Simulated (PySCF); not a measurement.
## M06 on Rh²⁺ (rhodium, charge +2)

Configuration: [Kr] 4d6 5p1, one real determinant (an excited configuration). Computed with PySCF 2.14 in aug-cc-pwCVTZ-PP with ECP28MDF (8s8p7d4f3g, 122 functions), with scalar relativity through the core potential.

- Total energy: -108.7499 hartree
- One-electron energy: -177.8051 hartree
- Hartree (Coulomb) energy: 79.6062 hartree
- Exchange-correlation energy: -10.5510 hartree
- ⟨S²⟩: 8.7510
- ⟨L²⟩: 8.013
- Sum of ⟨r⟩: 19.93 bohr
- Sum of ⟨r²⟩: 34.03 bohr²
- Traceless quadrupole moment −½Σ⟨3z² − r²⟩ along its main axis: -3.73 e·bohr²
- Time after the integrals: roughly 6 core-seconds

```tsv
shell	electrons	mean orbital energy (eV)	spread (eV)	rms radius, mean of both spins (bohr)
4s α	1	-115.07	0	1.05
4s β	1	-111.84	0	1.05
4p α	3	-81.935	0.961	1.15
4p β	3	-77.832	1.028	1.15
4d α	5	-33.616	0.951	1.50
4d β	1	-30.923	0	1.50
5p α	1	-16.968	0	3.23
```

⟨L²⟩ = 8.01 against 12 for a pure F term, so this real determinant mixes terms. Energies and moments cover only the electrons outside the core potential.
